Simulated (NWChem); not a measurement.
## Atomisation of germanium monoxide (GeO)

```xyz
2

Ge     0.0000     0.0000     0.3247
O      0.0000     0.0000    -1.2988
```
Charge 0, spin multiplicity 1.

All runs are NWChem calculations. All single points use one geometry, from PBE0/def2-SVP, a minimum by its harmonic frequencies.

Basis set: def2-TZVP. The atomisation energy is electronic alone: no zero-point, thermal, spin-orbit or counterpoise terms. No value is extrapolated to the basis-set limit. Free atoms are single determinants with multiplicities Ge 3, O 3. Correlated methods freeze the same cores in atoms and molecule, 10 orbitals in all.

The Hamiltonian is non-relativistic. B3LYP has NWChem's definition, with VWN1-RPA local correlation. The stability of the SCF solutions was not checked. Open-shell Hartree-Fock references start from PBE0 orbitals. Coupled-cluster values serve here as a point of comparison, not as the truth.

Problem. Order these methods by the atomisation energy they give, lowest first: HF, B3LYP, BHandHLYP, PBE0, BP86, CCSD(T).

Solution. HF (72.5 kcal/mol), BHandHLYP (136.9 kcal/mol), PBE0 (152.2 kcal/mol), CCSD(T) (154.6 kcal/mol), B3LYP (156.5 kcal/mol), BP86 (169.0 kcal/mol)
